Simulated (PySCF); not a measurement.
A PySCF script (with the pyscf-properties extension) for the spin–spin couplings of hydrogen bromide (SMILES Br), on a GFN2-xTB geometry:

```python
import basis_set_exchange as bse
import numpy as np
from pyscf import gto, dft
from pyscf.data import nist
from pyscf.prop import ssc

atoms = """
Br    0.702091   -0.002743   -0.003020
H    -0.699334    0.004011   -0.011129
"""
names = {"Br": "pcSseg-1", "H": "pcJ-1"}
basis = {el: gto.basis.parse(bse.get_basis(n, elements=[el], fmt="nwchem")) for el, n in names.items()}
mol = gto.M(atom=atoms, basis=basis, charge=0, verbose=0)
mf = dft.RKS(mol, xc="B3LYP")
mf.grids.level = 2
mf.grids.alignment = dft.numint.BLKSIZE   # the property module wants whole blocks of grid points
mf.conv_tol = 1e-9
mf.kernel()

sc = ssc.RKS(mf)
sc.with_fcsd = True   # Fermi contact and spin-dipole together
sc.max_cycle_cphf = 60
g = {"H": 5.58569468}   # nuclear g factors of 1H
sc.nuc_pair = [(i, j) for i in range(mol.natm) for j in range(i + 1, mol.natm)
               if mol.atom_pure_symbol(i) in g and mol.atom_pure_symbol(j) in g]
K = sc.kernel()
unit = nist.HARTREE2J / nist.PLANCK * (0.5 * nist.E_MASS / nist.PROTON_MASS) ** 2
for (i, j), k in zip(sc.nuc_pair, K):
    a, b = mol.atom_pure_symbol(i), mol.atom_pure_symbol(j)
    J = unit * g[a] * g[b] * np.trace(k) / 3
    if abs(J) >= 1:
        print("%s%d %s%d %8.1f Hz" % (a, i, b, j, J))
```

Task: What does it print?

Result: 
```

```

These numbers come from an equivalent density-fitted implementation of the same equations, which agrees with the script to about 0.1 Hz, so last digits may differ.

Size and cost of the density-fitted run: 51 basis functions, 0.5 s wall time on 1 thread of an Arm Neoverse V2, shared host.
